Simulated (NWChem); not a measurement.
System: C₂H₃FN₂Si; SMILES [Si@H]1(C=NC=N1)F

NWChem input:

```
start job
memory heap 200 mb stack 900 mb global 1100 mb
geometry units angstroms noautosym nocenter noautoz
  F      0.106626     2.009981    -0.587132
  Si     0.014738     0.746777     0.419047
  C      1.279104    -0.633143     0.051108
  N      0.631614    -1.697498    -0.245091
  C     -0.804739    -1.450699    -0.227058
  N     -1.328362    -0.325483     0.043707
  H     -0.017567     1.268017     1.806248
  H      2.375905    -0.674998     0.083204
  H     -1.403776    -2.340712    -0.473059
end
basis spherical
  * library def2-svp
end
dft
  xc xpbe96 cpbe96
  iterations 150
end
cosmo
  do_cosmo_smd true
  solvent water
end
task dft energy
```

Geometry: optimised at PBE0/def2-SVP. Solvent: water.

Level: PBE/def2-SVP with SMD (1 M gas to 1 M solution), gas-phase geometry. Reactions with the solvent are ignored.

Q: Predict the main results of this run. (PBE/def2-SVP, SMD on the gas-phase geometry.) Quantities: solvation free energy (kcal/mol); cavity-dispersion-structure term (kcal/mol); dipole in solution (D).

A: The solvation free energy (kcal/mol) is -3.1 and the cavity-dispersion-structure term (kcal/mol) is 2.7. The dipole in solution (D) comes out as 2.15.
